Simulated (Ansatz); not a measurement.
The lowest singlet and triplet of OS (SMILES O=S); geometries from B3LYP-D3(BJ)/def2-TZVP, each state relaxed from the structure named, with no frequency check, low spin by broken symmetry.
Singlet (charge 0, multiplicity 1):
```
atom   x (Å)   y (Å)    z (Å)
----  ------  ------  -------
O     0.0000  0.0000  -0.9930
S     0.0000  0.0000   0.4965
```

A positive gap puts the triplet lower; no zero-point energy. R- takes a restricted singlet, here one determinant of a half-filled degenerate or near-degenerate pair, which mixes singlet states. U- takes an unrestricted singlet (broken symmetry where lower, unprojected). The triplet is unrestricted in single-reference levels.

Frozen-core correlation.

Codes used: Ansatz (a quantum-chemistry and plane-wave program). 

Q: One of these levels gives 26.73 kcal/mol for the gap E(singlet) − E(triplet), vertical, at the singlet's geometry. Name it.
A) R-CCSDT(Q)/cc-pV(D+d)Z
B) U-B2PLYP/def2-TZVPP (spin-contaminated)
C) R-SVWN5/def2-TZVPP
D) U-wB97M-V/def2-TZVPP (spin-contaminated)

A: C, R-SVWN5/def2-TZVPP. The others give 8.36 (U-wB97M-V/def2-TZVPP (spin-contaminated)), 7.33 (U-B2PLYP/def2-TZVPP (spin-contaminated)), 19.00 (R-CCSDT(Q)/cc-pV(D+d)Z)

Doubts at one or more of the structures used: a restricted determinant that unrestricted orbitals would lower (R-SVWN5/def2-TZVPP, R-CCSDT(Q)/cc-pV(D+d)Z); other coupled-cluster roots lie near (R-CCSDT(Q)/cc-pV(D+d)Z).
